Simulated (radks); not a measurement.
Results of a calculation; reference values are marked as such.
Neutral terbium inside a hard spherical wall (all orbitals vanish at R), configuration held at [Xe] 4f9 6s2 and not refilled when levels cross. Code: a radial shooting solver on a logarithmic mesh with Libxc functionals. Model: scalar-relativistic Kohn-Sham, PBEsol, spin-unpolarised, spherical densities, finite nucleus; Fermi nuclear charge, rms radius 5.06 fm. Eigenvalues in eV, with the zero of energy where the potential of the charges vanishes at infinity; a dash marks a level that is unbound or too diffuse for the functional's potential to be trusted. A positive occupied level is held by the wall or, in an anion where self-interaction has pushed it up, behind a barrier. The pressure on the wall is -dE/dV.

R (bohr) = free: E (hartree) -11704.0915; kinetic (hartree) 12594.073; e(5s) -47.513; e(5p) -24.857; e(6s) -3.723; e(4f) -3.076; e(5d, empty) -1.320; e(6p, empty) -1.155; pressure (GPa) 0
R (bohr) = 15: E (hartree) -11704.0915; kinetic (hartree) 12594.074; e(5s) -47.511; e(5p) -24.855; e(6s) -3.721; e(4f) -3.073; e(5d, empty) -1.317; e(6p, empty) -1.138; pressure (GPa) 0.000190
R (bohr) = 10: E (hartree) -11704.0889; kinetic (hartree) 12594.096; e(5s) -47.347; e(5p) -24.693; e(6s) -3.592; e(4f) -2.913; e(5d, empty) -1.157; e(6p, empty) -0.793; pressure (GPa) 0.0587
R (bohr) = 8: E (hartree) -11704.0742; kinetic (hartree) 12594.188; e(5s) -46.837; e(5p) -24.191; e(6s) -3.120; e(4f) -2.414; e(5d, empty) -0.668; e(6p, empty) 0.117; pressure (GPa) 0.590
R (bohr) = 5: E (hartree) -11703.7947; kinetic (hartree) 12595.332; e(5s) -43.427; e(5p) -20.933; e(6s) 2.250; e(4f) 1.054; e(5d, empty) 3.148; e(6p, empty) 8.594; pressure (GPa) 28.3
R (bohr) = 4: E (hartree) -11703.2031; kinetic (hartree) 12597.564; e(5s) -39.792; e(5p) -17.493; e(6s) 11.166; e(4f) 5.086; e(5d, empty) 7.988; e(6p, empty) 21.094; pressure (GPa) 156
R (bohr) = 3.5: E (hartree) -11702.4124; kinetic (hartree) 12600.563; e(5s) -36.232; e(5p) -13.972; e(6s) 21.554; e(4f) 9.280; e(5d, empty) 13.099; e(6p, empty) 34.619; pressure (GPa) 435
